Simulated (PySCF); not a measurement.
**Electron correlation in Pb(3+) (lead, charge +3)**

[Xe] 4f14 5d10 6s1, 2S determinant. All numbers are calculated (PySCF 2.14, a scalar-relativistic core potential, in def2-TZVPPD with the def2 core potential (60 electrons)). Frozen: nothing; 19 electrons correlated.

MP2 pair energies summed by pair of shells (mhartree):

| pair | energy | share (%) |
| --- | --- | --- |
| 5d-5d | -205.51 | 63.1 |
| 5d-6s | -50.21 | 15.4 |
| 5p-5d | -41.66 | 12.8 |
| 5p-5p | -11.58 | 3.6 |
| 5s-5d | -7.21 | 2.2 |
| 5s-5p | -4.42 | 1.4 |
| 5p-6s | -3.98 | 1.2 |
| 5s-5s | -0.90 | 0.3 |
| 5s-6s | -0.27 | 0.1 |

Total MP2 correlation energy: -325.74 mhartree.

Same-spin part -118.85 and opposite-spin part -206.89 mhartree; SCS-MP2 scales them by 1/3 and 6/5 to -287.88 mhartree.

The basis has no tight functions for the innermost shells, so their pair energies are far from complete.

This basis was not built for core-valence correlation, so the inner-shell part is incomplete.
